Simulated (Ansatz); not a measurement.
The same path of F$_{3}$H$_{5}$SW (10 atoms, charge 0, multiplicity 1) was run twice with different band settings.

All numbers below come from RKS PBE/def2-SVP in Ansatz 0.2.0.

Relaxed end points:

```xyz
10
Properties=species:S:1:pos:R:3
W 0.154 0.199 0.095
F -0.332 -0.223 1.884
F 1.852 -0.408 -0.504
F -0.513 1.818 -0.625
H -1.441 -0.273 -0.175
H -0.205 -1.436 -0.106
H -0.301 -0.368 -1.425
S 1.902 2.043 1.550
H 2.972 1.198 1.517
H 1.502 1.585 2.771
```

```xyz
10
Properties=species:S:1:pos:R:3
W -0.035 0.067 0.234
F -0.303 0.049 2.171
F 1.280 -1.220 0.489
F -1.005 1.583 -0.178
H -1.382 -0.959 0.079
H -0.219 -0.591 -1.339
H 0.885 0.401 -1.187
S 1.900 1.988 1.124
H 2.922 1.086 1.168
H 1.547 1.732 2.420
```

Common settings: movable images 7; climbing image yes; optimiser quadratic models (default); start path through a guess of the saddle point; force threshold 0.03 eV/Å; iteration limit 60; end points relaxed.

| run | spring |
| --- | --- |
| 1 | 5.0 eV/Å² |
| 2 | 0.1 eV/Å² |

**Question.** What does each run give, and how far can it be trusted?

**Answer.** Run 1: converged after 22 iterations, highest image 0.530 eV above the first end. A vibrational analysis at the climbing image gives one clearly imaginary mode, 370i cm⁻¹: a first-order saddle point.
Run 2: converged after 18 iterations, highest image 0.530 eV above the first end. Another band between the same ends (7 images) ends at a top of the same energy, where a vibrational analysis finds 1 clearly imaginary mode.
